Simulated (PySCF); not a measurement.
## Excitation energy of B by level of theory

B [He] 2s2 2p1 (2P) → B [He] 2s1 2p1 3s1 (4P), as a difference of total energies. Calculation: PySCF 2.14, in dyall-av3z; scalar relativity by spin-free X2C-1e. Correlated levels: valence: 1s2 frozen; virtual orbitals above 40 to 60 times the deepest correlated orbital energy dropped. The calculations carry no spin-orbit coupling.

```json
{"method": "UHF", "excitation energy (cm⁻¹)": "64646"}
{"method": "LDA", "excitation energy (cm⁻¹)": "74539"}
{"method": "PBE", "excitation energy (cm⁻¹)": "73835"}
{"method": "PBE0", "excitation energy (cm⁻¹)": "73670"}
{"method": "r2SCAN", "excitation energy (cm⁻¹)": "72998"}
{"method": "B97-3", "excitation energy (cm⁻¹)": "75750"}
{"method": "wB97M-V", "excitation energy (cm⁻¹)": "76144"}
{"method": "r2SCANh", "excitation energy (cm⁻¹)": "73126"}
{"method": "M06", "excitation energy (cm⁻¹)": "74724"}
{"method": "MP2 (valence)", "excitation energy (cm⁻¹)": "73416"}
{"method": "SCS-MP2 (valence)", "excitation energy (cm⁻¹)": "75666"}
```

The upper state lies above the first ionisation limit, but in LS coupling its spin forbids autoionisation to the ground ion. A Rydberg-like electron needs more diffuse functions than a valence basis has.

The promoted electron is Rydberg-like, and one or two diffuse shells describe it only roughly, which tends to raise the upper state.
